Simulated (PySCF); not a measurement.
## Assignment exercise: C9H9N3

Cartesian coordinates in Å; atom numbers follow the order of the lines, from 1:
```xyz
21

C     3.3633   -0.2337    0.0512
C     2.7627    0.6613   -0.8473
C     1.3971    0.7924   -0.9431
C     0.6338   -0.0098   -0.1019
C     1.2329   -0.9172    0.8093
C     2.6209   -1.0315    0.8872
N     0.2286   -1.5451    1.4807
N    -0.8837   -1.1041    1.0606
N    -0.7009   -0.1797    0.1085
C    -1.7906    0.4669   -0.5278
C    -3.0592   -0.3058   -0.7391
C    -3.0114    0.7851    0.2850
H     4.4412   -0.2904    0.0777
H     3.3966    1.2645   -1.4801
H     0.9425    1.4835   -1.6366
H     3.0747   -1.7212    1.5799
H    -1.4593    1.1643   -1.2863
H    -3.0713   -1.3226   -0.3799
H    -3.6076   -0.1423   -1.6535
H    -2.9921    0.4905    1.3225
H    -3.5271    1.7121    0.0883
```

Computed data (PySCF 2.14.0 with density-fitted response routines): GIAO PBE0/pcSseg-1 shieldings, GFN2-xTB geometry. No relativistic terms, equivalent nuclei averaged, one conformer, no solvent.

Scale: TMS for ¹³C (σref 186.93) and ¹H (σref 31.72) (reference shieldings calculated alike).

(1) Assign these signals to the numbered atoms. ¹³C{¹H} NMR (computed): δ 151.2, 141.1, 130.7, 127.6, 127.0, 111.8, 30.6, 11.7.

(2) Assign these signals to the numbered atoms. ¹H NMR (500 MHz, computed): δ 8.45 (d, 1H), 7.78 (m, 1H), 7.77 (m, 1H), 7.67 (m, 1H), 3.85 (m, 1H), 1.87 (m, 2H), 1.22 (m, 2H).

Results:

(1) 
```tsv
δ (ppm)	atoms	environment	reason
151.2	C5	ring-fusion aromatic carbon	–
141.1	C4	ring-fusion aromatic carbon	–
130.7	C2	aromatic CH	the aromatic region
127.6	C1	aromatic CH	–
127.0	C6	aromatic CH	–
111.8	C3	aromatic CH	–
30.6	C10	three-membered-ring carbon	deshielded by the electronegative neighbour
11.7	C11/C12	three-membered-ring carbon	–
```

C1 and C6 lie closer than the usual error of such a calculation, so a measured spectrum could show them in the other order.

(2) 
| δ (ppm) | atoms | environment | reason |
| --- | --- | --- | --- |
| 8.45 | H16 | hydrogen on an aromatic CH | aromatic region |
| 7.78 | H14 | hydrogen on an aromatic CH | – |
| 7.77 | H15 | hydrogen on an aromatic CH | – |
| 7.67 | H13 | hydrogen on an aromatic CH | – |
| 3.85 | H17 | hydrogen on a three-membered-ring carbon | its carbon carries N, an electronegative neighbour |
| 1.87 | H18/H20 | hydrogen on a three-membered-ring carbon | – |
| 1.22 | H19/H21 | hydrogen on a three-membered-ring carbon | cyclopropane-type protons are shielded by the ring |

H14 and H15; H15 and H13 lie closer than the usual error of such a calculation, so a measured spectrum could show them in the other order.

Shifts are as computed. Against solution values, carbons near 30 ppm lie about +3 ppm off and those near 130 ppm about +5 ppm. Of 1211 compounds with measured shifts, 218 miss one by over three times the rms of a fit or turn the order of signals round; such compounds aren't used in these exercises. Multiplicities follow the n + 1 count of equivalent neighbours, as no J values were calculated; m marks all less simple cases, F and P coupling included.
